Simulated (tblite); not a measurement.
Parent: `[CH3:1][P:2]([CH:3]1[CH2:4][CH2:5]1)[C:6]([F:7])([F:8])[F:9]` with C1–P2–C3–C4 -106°, C5H8F3P.

The geometries are computed with GFN2-xTB (gas phase). One conformer each, not checked by frequencies here.

```tsv
coordinate of the parent	value
C1–P2	1.845 Å
P2–C3	1.832 Å
C3–C4	1.504 Å
C4–C5	1.490 Å
P2–C6	1.893 Å
C6–F7	1.346 Å
C6–F8	1.340 Å
C6–F9	1.342 Å
C3–C5	1.505 Å
C1–P2–C3	99.9°
C1–P2–C6	95.3°
C3–P2–C6	94.9°
P2–C3–C4	117.7°
P2–C3–C5	117.8°
C4–C3–C5	59.4°
C3–C4–C5	60.3°
C3–C5–C4	60.3°
P2–C6–F7	113.9°
P2–C6–F8	111.4°
P2–C6–F9	111.3°
F7–C6–F8	106.5°
F7–C6–F9	106.3°
F8–C6–F9	107.1°
```

Q: How does the shared frame change in `[CH3:1][P@:2](=[O:3])([CH:4]1[CH2:5][CH2:6]1)[C:7]([F:8])([F:9])[F:10]` with C1–P2–C4–C5 165°, C5H8F3OP? Atoms pair as C1 = C1, P2 = P2, C3 = C4, C4 = C6, C5 = C5, C6 = C7, F7 = F9, F8 = F8, F9 = F10 (parent first).

A: 
```tsv
parent	relative	value in the relative	change
C1–P2	C1–P2	1.824 Å	-0.021
P2–C3	P2–C4	1.811 Å	-0.021
C3–C4	C4–C6	1.503 Å	-0.001
C4–C5	C6–C5	1.487 Å	-0.003
P2–C6	P2–C7	1.891 Å	-0.002
C6–F7	C7–F9	1.342 Å	-0.004
C6–F8	C7–F8	1.335 Å	-0.005
C6–F9	C7–F10	1.337 Å	-0.005
C3–C5	C4–C5	1.504 Å	-0.001
C1–P2–C3	C1–P2–C4	109.2°	+9.3
C1–P2–C6	C1–P2–C7	101.3°	+6.0
C3–P2–C6	C4–P2–C7	101.4°	+6.5
P2–C3–C4	P2–C4–C6	114.7°	-3.0
P2–C3–C5	P2–C4–C5	114.9°	-2.9
C4–C3–C5	C6–C4–C5	59.3°	-0.1
C3–C4–C5	C4–C6–C5	60.4°	+0.1
C3–C5–C4	C4–C5–C6	60.3°	0.0
P2–C6–F7	P2–C7–F9	113.5°	-0.4
P2–C6–F8	P2–C7–F8	110.8°	-0.6
P2–C6–F9	P2–C7–F10	110.7°	-0.6
F7–C6–F8	F9–C7–F8	107.0°	+0.5
F7–C6–F9	F9–C7–F10	106.8°	+0.5
F8–C6–F9	F8–C7–F10	107.9°	+0.8
```

Of the parent's bonds, C1–P2 and P2–C3 change most and about equally (-0.021 Å). Bonds of the relative outside the shared frame: P2=O3 1.460 Å. Point group C1 → C1.

Q: How does the shared frame change in `[CH3:1][P@:2](=[S:3])([CH:4]1[CH2:5][CH2:6]1)[C:7]([F:8])([F:9])[F:10]` with C1–P2–C4–C5 -15°, C5H8F3PS? Atoms pair as C1 = C1, P2 = P2, C3 = C4, C4 = C6, C5 = C5, C6 = C7, F7 = F8, F8 = F9, F9 = F10 (parent first).

A: 
```tsv
parent	relative	value in the relative	change
C1–P2	C1–P2	1.833 Å	-0.012
P2–C3	P2–C4	1.822 Å	-0.010
C3–C4	C4–C6	1.504 Å	0.000
C4–C5	C6–C5	1.491 Å	+0.001
P2–C6	P2–C7	1.906 Å	+0.013
C6–F7	C7–F8	1.343 Å	-0.003
C6–F8	C7–F9	1.334 Å	-0.006
C6–F9	C7–F10	1.335 Å	-0.007
C3–C5	C4–C5	1.501 Å	-0.004
C1–P2–C3	C1–P2–C4	109.6°	+9.7
C1–P2–C6	C1–P2–C7	98.6°	+3.3
C3–P2–C6	C4–P2–C7	98.7°	+3.8
P2–C3–C4	P2–C4–C6	118.2°	+0.5
P2–C3–C5	P2–C4–C5	123.3°	+5.5
C4–C3–C5	C6–C4–C5	59.5°	+0.1
C3–C4–C5	C4–C6–C5	60.2°	-0.1
C3–C5–C4	C4–C5–C6	60.4°	+0.1
P2–C6–F7	P2–C7–F8	112.2°	-1.7
P2–C6–F8	P2–C7–F9	111.2°	-0.2
P2–C6–F9	P2–C7–F10	111.2°	-0.1
F7–C6–F8	F8–C7–F9	107.0°	+0.5
F7–C6–F9	F8–C7–F10	106.9°	+0.6
F8–C6–F9	F9–C7–F10	108.1°	+1.0
```

Of the parent's bonds, C1–P2 and P2–C6 change most and about equally (-0.012 to +0.013 Å). Bonds of the relative outside the shared frame: P2=S3 1.927 Å. Point group C1 → C1.
